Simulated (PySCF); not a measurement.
How the method moves the HOMO and LUMO of `O[SiH2]N[SiH3]`

H₇NOSi₂.
Numbering: `[OH:1][SiH2:2][NH:3][SiH3:4]` (hydrogens: H5 on O1; H6, H7 on Si2; H8 on N3; H9, H10, H11 on Si4)

Geometry (PBE0-D3(BJ)/def2-SVP, Å), atoms numbered from 1 in this order:
```xyz
11
H7NOSi2 angstrom
O     -2.520    0.061    0.421
Si    -1.137   -0.809    0.098
N      0.287   -0.166    0.851
Si     1.664    0.621    0.130
H     -2.520    0.979    0.132
H     -0.835   -0.838   -1.364
H     -1.449   -2.161    0.631
H      0.319   -0.255    1.865
H      1.405    0.714   -1.337
H      2.934   -0.137    0.360
H      1.867    1.999    0.680
```

Basis pcSseg-2 throughout (PySCF), one geometry. Isolated species at its PBE0-D3(BJ)/def2-SVP geometry (one conformer only).

Task: How do the orbital energies, the gap and the dipole change with the method?

Result: 
```
   method                    kind  HOMO (eV)  LUMO (eV)  gap (eV)  μ (D)  SCF cycles
     BLYP                     GGA      -6.30      -0.79      5.51   1.17          15
     OPBE                     GGA      -6.39      -0.66      5.73   1.14          14
    B97-D                     GGA      -6.42      -0.72      5.70   1.16          14
      PBE                     GGA      -6.43      -0.88      5.55   1.17          14
      KT2                     GGA      -6.49      -0.98      5.51   1.13          16
      KT3                     GGA      -6.50      -0.94      5.56   1.12          15
     BP86                     GGA      -6.53      -0.84      5.69   1.16          14
      LDA                     LDA      -6.55      -1.08      5.47   1.22          15
    B97-2           global hybrid      -7.51      -0.04      7.47   1.18          13
    B3LYP           global hybrid      -7.55      -0.33      7.22   1.20          14
     PBE0           global hybrid      -7.78      -0.08      7.70   1.20          13
 mPW1PW91           global hybrid      -7.81      -0.07      7.73   1.19          13
BHandHLYP           global hybrid      -9.05       0.61      9.66   1.23          12
CAM-B3LYP  range-separated hybrid      -9.17       0.74      9.91   1.23          12
  wB97X-D  range-separated hybrid      -9.67       1.63     11.29   1.21          13
  LC-wPBE  range-separated hybrid     -10.55       1.90     12.45   1.24          14
       HF            Hartree–Fock     -11.10       2.43     13.54   1.26          10
```

The HOMO spans 4.80 eV, from BLYP down to HF, and the gap runs from 5.47 eV (LDA) to 13.54 eV (HF). Over the methods BLYP (0 %), OPBE (0 %), B97-D (0 %), PBE (0 %), KT2 (0 %), KT3 (0 %), BP86 (0 %), LDA (0 %), B97-2 (21 %), B3LYP (20 %), PBE0 (25 %), mPW1PW91 (25 %), BHandHLYP (50 %), HF (100 %), a straight line through the gap against the share of exact exchange rises by 0.80 eV for each 10 % (correlation coefficient 0.999). The dipole ranges from 1.12 D (KT3) to 1.26 D (HF). This basis has no diffuse functions.
